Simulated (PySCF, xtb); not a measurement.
C₂H₄BNO₂. Atoms are numbered in the order given.

```xyz
10

O     -0.1152    -2.1285     0.0000
B     -0.0650    -0.7788     0.0000
C     -1.2323     0.2796     0.0000
N     -0.7226     1.4613     0.0000
C      0.7145     1.3382     0.0000
O      1.0887    -0.0385     0.0000
H      0.7603    -2.5385     0.0000
H     -2.3237     0.1646     0.0000
H      1.1326     1.8338    -0.8937
H      1.1326     1.8338     0.8937
```

Geometry optimised at B3LYP-D3(BJ)/def2-SVP. This is a generated structure with no PubChem entry under its InChIKey; it may be hypothetical. One conformer was computed; it need not be the lowest.

The numbers are results of PySCF with C-PCM-PBE0/def2-SVP, not measurements.

The values are the electrostatic part of the solvation free energy, E(continuum) − E(gas) at the gas-phase geometry, in a cavity of scaled van der Waals radii (PySCF's table); cavitation and dispersion terms are not included. In vacuum the orbital gap is 6.60 eV. The dipole moment in vacuum is 1.65 D.

```csv
solvent,ε,ΔG(elec) (kcal/mol),dipole (D),gap (eV)
water,78.36,-6.7,2.02,6.75
dimethylsulfoxide,46.83,-6.7,2.02,6.75
ethylethanoate,5.99,-5.6,1.95,6.72
```

For comparison, GFN2-xTB/ALPB(water) (xtb, at the GFN2-xTB geometry, all terms of that model) gives -6.7 kcal/mol.
